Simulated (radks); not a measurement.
Excited configurations of Ge+: one electron is placed in a higher orbital outside [Ar] 3d10 4s2. The ground configuration is [Ar] 3d10 4s2 4p1. All-electron calculation, scalar-relativistic Kohn-Sham, PBEsol, spin-unpolarised, spherical densities, finite nucleus; Fermi nuclear charge, rms radius 4.0742 fm. Program: a radial shooting solver on a logarithmic mesh with Libxc functionals. Excitation = E - E(ground); binding = E(ion) - E, where the ion is the core of charge +2; n* = 2/sqrt(2 binding) in atomic units, and the quantum defect is n - n*.

outer orbital  excitation (eV)  binding (eV)  quantum defect  <r> (bohr)
4d                       8.835         6.614           1.131       4.663
4f                      11.976         3.473           0.041       8.766
5s                       7.290         8.159           2.417       5.152
5p                       9.170         6.280           2.056       6.266
7s                      12.719         2.730           2.535       15.52

The Delta-SCF ionisation energy is 15.449 eV (NIST Atomic Spectra Database: 15.935 eV, measured). Self-interaction in the functional shifts the binding energies and quantum defects, so they are the method's values and not measured ones. Spin polarisation and multiplet splitting are left out, so open shells lie too high by an amount that depends on their filling.

Beside tabulated values, note that spin-unpolarised runs miss the spin-polarisation part of the exchange energy of open shells.
